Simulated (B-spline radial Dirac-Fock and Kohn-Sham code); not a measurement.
# Photoelectron lines of W⁴⁺ at 158 eV

System: tungsten as W⁴⁺ in the configuration [Xe] 4f14 5d2.

Method: independent-particle photoionisation in a Dirac-Hartree-Slater potential with a Latter tail, all multipoles, thresholds from Dirac-Fock ΔSCF. Computed with an atomic code on a B-spline grid. The asymmetry parameter β is from the dipole term alone. Kinetic energies are from the vacuum level. Open shells are spread statistically over j, without multiplet splitting.

```
  subshell  electrons  binding (eV)  kinetic (eV)  σ (kb)      β
N6 (4f5/2)          6         87.47         70.53    2550   0.34
N7 (4f7/2)          8         85.34         72.66    3540   0.33
   O1 (5s)          2         134.8         23.17    78.2   1.43
O2 (5p1/2)          2         100.9         57.15    87.9   0.41
O3 (5p3/2)          4         90.53         67.47     189  -0.28
O4 (5d3/2)        0.8         49.61         108.4    11.0   1.08
O5 (5d5/2)        1.2         48.70         109.3    15.4   0.57
```

Branching ratios of the spin-orbit partners (statistical value in brackets): 4f 1.39 (1.33), 5p 2.15 (2.00), 5d 1.40 (1.50).

At such low photon energies correlation between channels can change these cross sections by tens of per cent.
